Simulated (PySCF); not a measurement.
Stepwise substitution at one centre (In H-F). All species are isolated molecules in the gas phase. Strings in code marks are SMILES.

The HOMO from two functionals at the same geometries (r2SCAN-D4/def2-TZVP), both in PySCF: PBE-D3(BJ)/def2-TZVP and r2SCAN-D4/def2-TZVP. 

```json
[
 {"species": "0 of 3 H replaced by F", "PBE-D3(BJ)/def2-TZVP (eV)": "-7.00", "r2SCAN-D4/def2-TZVP (eV)": "-7.29"},
 {"species": "1 of 3 H replaced by F (`[F][InH2]`)", "PBE-D3(BJ)/def2-TZVP (eV)": "-7.28", "r2SCAN-D4/def2-TZVP (eV)": "-7.64"},
 {"species": "2 of 3 H replaced by F (`[F][InH][F]`)", "PBE-D3(BJ)/def2-TZVP (eV)": "-8.23", "r2SCAN-D4/def2-TZVP (eV)": "-8.64"}
]
```

Over these rows, drawn at random from the members with no instability flagged (it was tested for open shells, ions and some series alone), PBE minus r2SCAN-D4: mean +0.35 eV, from +0.29 eV to +0.41 eV.
